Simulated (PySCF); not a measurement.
## ZrH₄ + N₂ → HZrN + NH₃

Level: PBE0 in the def2-TZVP basis family, computed in PySCF with density fitting; scalar-relativistic core potentials for atoms from Rb on, none lighter, no spin–orbit coupling; open shells unrestricted.

| species | state and structure | E (Eh) | ZPE (kJ/mol) | H(298 K) − H(0) (kJ/mol) | S° (J/(mol K)) |
| --- | --- | --- | --- | --- | --- |
| ZrH₄ | singlet, Td, Zr–H 1.844 Å (×4) | -49.33149 | 57.8 | 12.3 | 231.8 |
| N₂ | singlet, D∞h, N–N 1.089 Å | -109.44629 | 14.9 | 8.7 | 191.4 |
| HZrN | singlet, Cs, Zr–H 1.897 Å, Zr–N 1.691 Å; H–Zr–N 106.2° | -102.24341 | 18.5 | 10.6 | 253.6 |
| NH₃ | singlet, C3v, N–H 1.013 Å (×3); H–N–H 107.1° (×3) | -56.51312 | 90.6 | 10.0 | 192.4 |

Question: What is the electronic reaction energy?

Answer: At PBE0/def2-TZVP, ΔE = 55.8 kJ/mol from the differences of the total energies times 2625.5, uphill. 

Question: Add zero-point, thermal and entropy terms for 298.15 K and 1 bar.

Answer: ΔZPE = 36.4 and Δ[H(298) − H(0)] = -0.4 kJ/mol give ΔH° = 91.8 kJ/mol. ΔS° = 22.8 J/(mol K), so ΔG° = 91.8 − 298.15 × (0.0228) = 85 kJ/mol and log₁₀K = -14.9.

Each species is the lowest minimum found with this bonding; other isomers or fragments can lie lower.
